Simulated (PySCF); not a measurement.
Gas-phase equilibrium of 1 mol TiCl₄, 0.17 mol O₂ at 1600 K and 10.0 bar, among 9 species (ClO, O₂, O, TiCl₄, O₃, TiOCl₂, Cl, Cl₂, TiO₂). Only gases are allowed; each row takes one source of thermochemistry for all species, and Cantera finds the minimum.

Computed with PySCF (xtb for GFN2) and rigid-rotor harmonic-oscillator thermochemistry at 1 bar. Table values come from the NASA 1993 polynomials. After a fit of one offset per element over all species, the range-separated, M06-2X, PBE0/def2-QZVP and CCSD(T)/def2-TZVPP enthalpies, where run, lie to one side of the table for O₃ (+19 kJ/mol), TiOCl₂ (-50 kJ/mol): a fault of the table's entry, another state or a shared error of the levels is possible; this was not checked at source. S°(298 K) at PBE0/def2-TZVP differs from the NASA 1993 table for TiOCl₂ (+10 J/mol/K); whether the harmonic model or the table's entry is off was not settled. † marks an energy on the PBE0/def2-TZVP geometry and frequencies; other levels use their own. Open shells (unrestricted) among the columns below: O₂ (multiplicity 3), Cl (multiplicity 2, electronic degeneracy 6); the rest are closed-shell singlets. GFN2 has no spin-polarisation term. Spin-orbit splitting is ignored; it lowers the true energy and changes the entropy of Cl. The harmonic model lacks anharmonicity and excited electronic states, which grow with temperature; levels with a mode under 35 cm⁻¹ are left out. Strong static correlation: O₃. Soft modes under 120 cm⁻¹ make the harmonic entropy rough for TiCl₄, TiOCl₂. The table's entry may be an old estimate for TiOCl₂ (not checked at source). Warning, point group unlike the PBE0 one: TiOCl₂ (GFN2-xTB, PBE/def2-SVP).

Molecules larger than those listed are left out. Table species left out: Ti, TiCl, TiCl2, TiCl3, TiO, TiOCl.

Mole fractions:

| thermochemistry | x TiCl₄ | x O₂ | x TiOCl₂ | x Cl₂ | x O₃ | x Cl |
|---|---|---|---|---|---|---|
| table | 0.83 | 0.14 | 0.014 | 0.012 | 1.0e-9 | 0.0037 |
| GFN2-xTB | 0.78 | 0.0022 | 0.071 | 0.070 | 0.071 | 0.0012 |
| PBE/def2-SVP | 0.81 | 0.13 | 0.033 | 0.031 | 6.6e-10 | 0.0046 |
| PBE0/def2-TZVP | 0.77 | 0.11 | 0.056 | 0.052 | 7.6e-12 | 0.0081 |
| ωB97M-V/def2-TZVP† | 0.72 | 0.092 | 0.091 | 0.087 | 8.0e-12 | 0.0090 |
The most sensitive of these is O₃: it spans a factor of 10^10.0 over these rows; at this temperature one factor of ten is RT ln 10 = 31 kJ/mol.
